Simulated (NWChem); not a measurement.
Molecule: SiAsH$_{4}$, doublet; SMILES [SiH3][AsH]

```xyz
6

Si     0.0272     1.5278     0.0034
As     0.0456    -0.8538     0.0108
H     -0.7110     2.0665     1.2026
H      1.4429     2.0351     0.0396
H     -0.6443     2.0570    -1.2387
H     -1.5011    -0.8555    -0.0164
```
Atoms are numbered in this order, from 1.

Level: PBE-D3(BJ)/def2-SVP, spin-unrestricted (NWChem), optimised geometry, unscaled harmonic frequencies. 

Question: List the harmonic frequencies with IR intensities, and the thermochemistry.

Answer: 
```json
[
 {"frequency (cm⁻¹)": "160", "IR intensity (km/mol)": "0.9"},
 {"frequency (cm⁻¹)": "347", "IR intensity (km/mol)": "0.2"},
 {"frequency (cm⁻¹)": "430", "IR intensity (km/mol)": "11.5"},
 {"frequency (cm⁻¹)": "450", "IR intensity (km/mol)": "11.8"},
 {"frequency (cm⁻¹)": "688", "IR intensity (km/mol)": "21.7"},
 {"frequency (cm⁻¹)": "843", "IR intensity (km/mol)": "231.7"},
 {"frequency (cm⁻¹)": "898", "IR intensity (km/mol)": "32.1"},
 {"frequency (cm⁻¹)": "902", "IR intensity (km/mol)": "32.6"},
 {"frequency (cm⁻¹)": "2108", "IR intensity (km/mol)": "66.2"},
 {"frequency (cm⁻¹)": "2138", "IR intensity (km/mol)": "57.3"},
 {"frequency (cm⁻¹)": "2149", "IR intensity (km/mol)": "85.6"},
 {"frequency (cm⁻¹)": "2172", "IR intensity (km/mol)": "100.6"}
]
```

```
Quantity                                                                                             Result
-----------------------------------------------------------------------------------------  ----------------
zero-point energy                                                                             19.0 kcal/mol
thermal correction to the enthalpy at 298.15 K (with zero-point energy)                       22.5 kcal/mol
heat capacity Cv                                                                           14.7 cal/(mol K)
entropy at 298.15 K and 1 atm (symmetry number 1, electronic part: spin degeneracy alone)  70.9 cal/(mol K)
dipole moment                                                                                        0.32 D
```

Rigid rotor and harmonic oscillator.
